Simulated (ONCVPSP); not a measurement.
# Cu (Z = 29): variants of one ONCV potential

Base potential:

- Element: copper (Cu)
- Generator: ONCVPSP 4.0.1
- Type: optimised norm-conserving Vanderbilt (ONCV)
- Functional: PBE
- Relativity: scalar-relativistic
- Frozen core: [Ne]
- Valence charge: 19
- Reference configuration: 3s2 3p6 3d8 (charge +3)
- Partial waves: 3s: rc 1.15 bohr, ncon 5, nbas 8, qcut 12.9 1/bohr, 2 projectors, debl 2.7 Ha; 3p: rc 1.15 bohr, ncon 4, nbas 9, qcut 12.1 1/bohr, 2 projectors, debl 3.2 Ha; 3d: rc 1.45 bohr, ncon 3, nbas 7, qcut 10.5 1/bohr, 2 projectors, debl 2.3 Ha
- Local potential: polynomial inside 1.00 bohr (lpopt 5, dvloc0 2 Ha)
- Core correction: none

In the s channel the program set the typed energies aside and used -5.905, 0.250 Ha. In the p channel the program set the typed energies aside and used -4.329, 0.250 Ha.

Cutoffs, loose and tight: the cutoffs (Ha) at which the residual kinetic energy of the hardest occupied pseudo-wave falls to 1 and 0.1 mHa per electron. They do not see the model core or the augmentation charge, which bear on the density cutoff. Test errors are all-electron minus pseudo excitation energies from the reference, over the configurations 3s2 3p6 3d10 4s1; 3s2 3p6 3d10; 3s2 3p6 3d9; 3s1 3p6 3d10 4s1. A dash means not determined; rows that change the core or the reference have their own tests.

```csv
change,outcome,"cutoff, loose","cutoff, tight",bound ghosts,GHOST(+) flags above zero,largest test error (meV)
base,"generated, projector energies reset by the program",59 Ha,69 Ha,none,none,+221
"all radii scaled by about 0.85 (s 0.98, p 0.98, d 1.24 bohr); local potential polynomial inside 0.84 bohr (lpopt 5, dvloc0 2 Ha)","generated, projector energies reset by the program",69 Ha,92 Ha,none,none,+125
"all radii scaled by about 0.94 (s 1.08, p 1.08, d 1.36 bohr); local potential polynomial inside 0.94 bohr (lpopt 5, dvloc0 2 Ha)","generated, projector energies reset by the program",63 Ha,73 Ha,none,none,+174
"all radii scaled by about 1.06 (s 1.22, p 1.22, d 1.52 bohr); local potential polynomial inside 1.06 bohr (lpopt 5, dvloc0 2 Ha)","generated, projector energies reset by the program",56 Ha,65 Ha,none,none,+261
"all radii scaled by about 1.13 (s 1.30, p 1.30, d 1.64 bohr); local potential polynomial inside 1.12 bohr (lpopt 5, dvloc0 2 Ha)","generated, projector energies reset by the program",51 Ha,61 Ha,none,none,+335
"all radii scaled by about 1.18 (s 1.36, p 1.36, d 1.72 bohr); local potential polynomial inside 1.18 bohr (lpopt 5, dvloc0 2 Ha)","generated, projector energies reset by the program",49 Ha,58 Ha,none,none,+392
"all radii scaled by about 1.25 (s 1.44, p 1.44, d 1.80 bohr); local potential polynomial inside 1.24 bohr (lpopt 5, dvloc0 2 Ha)","generated, projector energies reset by the program",45 Ha,55 Ha,none,none,+471
```

Q: What comes out with this change to the base: all radii scaled by about 1.31 (s 1.50, p 1.50, d 1.90 bohr); local potential polynomial inside 1.30 bohr (lpopt 5, dvloc0 2 Ha)?

A: outcome: generated, projector energies reset by the program; cutoff, loose: 42 Ha; cutoff, tight: 49 Ha; bound ghosts: none; GHOST(+) flags above zero: none; largest test error (meV): +574.

Q: What comes out with this change to the base: all radii scaled by about 0.80 (s 0.92, p 0.92, d 1.16 bohr); local potential polynomial inside 0.80 bohr (lpopt 5, dvloc0 2 Ha)?

A: outcome: generated, projector energies reset by the program; cutoff, loose: 73 Ha; cutoff, tight: 153 Ha; bound ghosts: none; GHOST(+) flags above zero: none; largest test error (meV): +101.

Reading the sweep of the scale of all radii (base = 1) (base included, trends over the rows without a ghost): The loose cutoff falls from 73 Ha at 0.8 to 42 Ha at 1.31. A larger radius leaves more room for a smooth pseudo-wave, so fewer plane waves are needed; a smaller one forces it to follow the all-electron wave where it bends sharply. The median size of the test errors (rows with all tests solved) rises from 60.3 meV at 0.8 to 386.4 meV at 1.31. More of the atom is replaced by a form fitted at one configuration, so other configurations suffer as the radius grows.
